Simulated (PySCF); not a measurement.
[CrF4]2-: Cr(II) (d4), charge -2. The structure is a PBE0-D3(BJ)/def2-TZVP, IEF-PCM water geometry optimised for multiplicity 5; coordination square planar, point group D4h, metal–donor distances 1.94 Å.

Method (PySCF 2.14, density fitting): CASSCF(4,5) with orbitals averaged over all microstates of the shell, strongly contracted NEVPT2 on the averaged canonical orbitals; basis x2c-TZVPall on the metal, x2c-SVPall elsewhere; spin-free X2C; IEF-PCM water; spin-orbit coupling by state interaction with the mean-field operator over all roots.

CASSCF energies above the lowest CASSCF root:

| state | CASSCF / cm⁻¹ |
| --- | --- |
| 5B1g | 0 |
| 5B2g | 13164 |
| 5Eg | 19444 |
| 3B1g | 19633 |
| 3Eg | 19994 |
| 3A2g | 21016 |
| 5A1g | 22374 |
| 3A1g | 23374 |
| 3Eg | 24694 |
| 3B1g | 24918 |
| 3A2g | 25974 |
| 3Eg | 26118 |
| 1A1g | 28960 |
| 1B1g | 29056 |
| 1Eg | 29061 |
| 3B2g | 30728 |
| 1A1g | 32091 |
| 3Eg | 32518 |
| 3Eg | 33077 |
| 1B2g | 34099 |
| 1A2g | 34301 |
| 1Eg | 34600 |

Problem. How does dynamic correlation (SC-NEVPT2) move these states?

Solution. 
```tsv
state	NEVPT2 / cm⁻¹	shift / cm⁻¹
5B1g	0	0
5B2g	15543	+2379
5Eg	21819	+2375
3B1g	17955	-1677
3Eg	16770	-3224
3A2g	19336	-1681
5A1g	26522	+4148
3A1g	21389	-1985
3Eg	21711	-2982
3B1g	22387	-2531
3A2g	22197	-3777
3Eg	25122	-996
1A1g	26203	-2756
1B1g	27023	-2033
1Eg	26576	-2485
3B2g	28564	-2164
1A1g	27324	-4767
3Eg	32042	-476
3Eg	31130	-1947
1B2g	30185	-3914
1A2g	31387	-2914
1Eg	31151	-3449
```

NEVPT2 lifts 5B2g from 13164 to 15543 cm⁻¹; on the d shell alone such lifts tend to overshoot. Gaps between spin states lean to high spin in this active space.
